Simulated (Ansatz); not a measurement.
Basis-set extrapolation for C2H4F2OSi (`F[C@@H]1C[Si@@H](F)O1`) (PBE0-D4/def2-TZVP geometry, frozen core, Ansatz 0.2.0). Multiplicity 1, RHF reference.

```
                      def2-TZVPP   def2-QZVPP
                 HF  -641.002018  -641.027542
    MP2 correlation    -1.173348    -1.271689
CCSD(T) correlation    -1.240157      not run
```

Energies in hartree. Use E(X) = E(∞) + A·exp(−7.88·√X) for Hartree–Fock and E(X) = E(∞) + B·X^(−2.97) for correlation, with X = 3 and 4, and add CCSD(T) minus MP2 of the smaller set to the MP2 limit.

Question: What is the CCSD(T) energy at the basis-set limit?

Answer: HF limit: -641.027542 + (-0.025524) × 0.13774 = -641.03106. MP2 limit: -1.271689 + (-0.098341) × 0.74074 = -1.34453. Higher-order term: -1.240157 − (-1.173348) = -0.06681. Total: -642.44240 hartree, 125.6 kcal/mol below CCSD(T)/def2-TZVPP.
